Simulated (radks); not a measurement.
These are the eigenvalues of the occupied orbitals of an atom or ion with whole-number occupations (Ry). Calculated with a radial shooting solver on a logarithmic mesh with Libxc functionals: non-relativistic Kohn-Sham, LDA (Slater exchange, Perdew-Wang correlation), spin-polarised, spherical densities, point nucleus.

1s up: -142.3024
1s down: -141.9860
2s up: -20.02195
2s down: -19.49867
2p up: -17.18114
2p down: -16.58520

Which element is it, and in what charge state? The configuration may be excited. Open shells, if any, are filled with parallel spins first.

Answer. Z = 14, silicon, charge +6: Si6+ in [He] 2s2 2p4. The list shows which subshells hold electrons but not how many an open one holds; the 1s level, -71.151 hartree, gives Z - s = 11.9 by -(Z - s)^2/2, which with screening narrows Z to a few neighbours, and the depths of the outer levels then fix element, charge and occupations together.
